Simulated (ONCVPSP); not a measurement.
Building the ONCV potential for Au (PBE, scalar-relativistic).

```json
{
 "Element": "Au",
 "Generator": "ONCVPSP 4.0.1",
 "Type": "optimised norm-conserving Vanderbilt (ONCV)",
 "Functional": "PBE",
 "Relativity": "scalar-relativistic",
 "Frozen core": "[Xe] 4f14",
 "Valence charge": "11",
 "Reference configuration": "5d10 6s1",
 "Partial waves": "6s: rc 2.55 bohr, ncon 4, nbas 8, qcut 3 1/bohr, 2 projectors, debl 2.5 Ha; p scattering state at 0.04 Ha: rc 2.60 bohr, ncon 5, nbas 8, qcut 2.7 1/bohr, 2 projectors, debl 1.8 Ha; 5d: rc 1.85 bohr, ncon 4, nbas 8, qcut 7.9 1/bohr, 3 projectors, debl 3.1 Ha",
 "Local potential": "polynomial inside 1.40 bohr (lpopt 4, dvloc0 8.5 Ha)",
 "Core correction": "Teter function, fcfact 4.25, rcfact 1.3"
}
```

In the p channel the program set the typed energies aside and used 0.050, 1.850 Ha.

Task: Does the generator finish with these settings?

Result: Yes, a potential is produced and its reference levels are reproduced.

Task: Estimate the cutoffs (Ha) at which the residual kinetic energy of the hardest occupied pseudo-wave falls to 1 and 0.1 mHa per electron.

Result: 21 Ha and 25 Ha.

Task: What does a ghost test show?

Result: No bound ghost flagged; GHOST(+) flagged for s at 115.2 eV.

Task: Which valence shell sets the plane-wave cutoff?

Result: 5d: 21 Ha for 1 mHa per electron, against 4 Ha for 6s.

Task: Tests: 5d10 6s0; 5d9 6s0; 5d8 6s0; 5d9 6s1. Which has the largest error in its energy relative to the reference configuration, and how large is it?

Result: 5d8 6s0, with -98 meV (all-electron minus pseudo) on +64.49 eV.
